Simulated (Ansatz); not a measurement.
System: MgSiH$_{4}$, charge 0, singlet. MgSiH4 (SMILES [MgH][SiH3]).
B3LYP-D3(BJ)/def2-TZVP minimum from Ansatz (an electronic-structure program):
```
Si
H 1 1.4913
H 1 1.4913 2 105.72
H 1 1.4913 2 105.72 3 -111.81
Mg 1 2.5809 2 113.01 4 -124.10
H 5 1.7018 4 156.55 1 -180.00
```
Charge 0, spin multiplicity 1.

Total energies in def2-TZVPP, 10 correlated electrons, 10 frozen orbitals. UHF or UKS for unpaired electrons; spin-orbit terms are left out. Cores are frozen in correlated methods. No relativity.

| method | program | energy (Eh) | minus CCSDT(Q) (mEh) |
|---|---|---|---|
| HF | Ansatz | -490.84911 | 220.66 |
| MP2 | Ansatz | -491.02508 | 44.69 |
| CCSD | Ansatz | -491.06276 | 7.01 |
| CCSD(T) | Ansatz | -491.06853 | 1.24 |
| CCSDT(Q) | Ansatz | -491.06977 | 0.00 |

Rough core times of Ansatz's runs on a shared machine: CCSD(T) under 20 s, CCSDT(Q) 8 min.
